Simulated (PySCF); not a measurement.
## Cobalt: a sound run and one with changed settings

Sound run: Co [Ar] 3d7 4s2, Co⁺ [Ar] 3d8. Computed with PySCF 2.14 in jorge-DZP-DKH, with scalar relativity by spin-free X2C-1e. In the sound run the correlated levels freeze [Ar]. The sound run starts from symmetry-adapted Hartree-Fock orbitals and uses a fine grid where one is needed.

Changed run: no relativity, point nucleus. This setting is unsound on purpose.

| species | method | sound run (hartree) | changed run (hartree) | converged |
| --- | --- | --- | --- | --- |
| Co | UHF | -1391.67063 | -1378.74677 | yes |
| Co | BP86 | -1393.27053 | -1380.27707 | yes |
| Co | TPSS | -1393.06770 | -1380.09665 | yes |
| Co | MP2 | -1391.83246 | -1378.90555 | yes |
| Co⁺ | UHF | -1391.37073 | -1378.46816 | yes |
| Co⁺ | BP86 | -1392.97640 | -1380.00578 | yes |
| Co⁺ | TPSS | -1392.78163 | -1379.83362 | yes |
| Co⁺ | MP2 | -1391.55433 | -1378.64947 | yes |

Ionisation energy of Co:

```
 method  sound run (eV)  changed run (eV)
    UHF           8.161             7.581
   BP86           8.004             7.382
   TPSS           7.784             7.157
    MP2           7.568             6.968
SCS-MP2           7.640             7.047
```

Most of the change in total energy is the relativistic energy itself. On top of that the contraction fixes the core shape for the Hamiltonian it was made with, so the changed run is not a good calculation with the other Hamiltonian either.

For comparison, NIST gives 7.881 eV between the lowest levels.
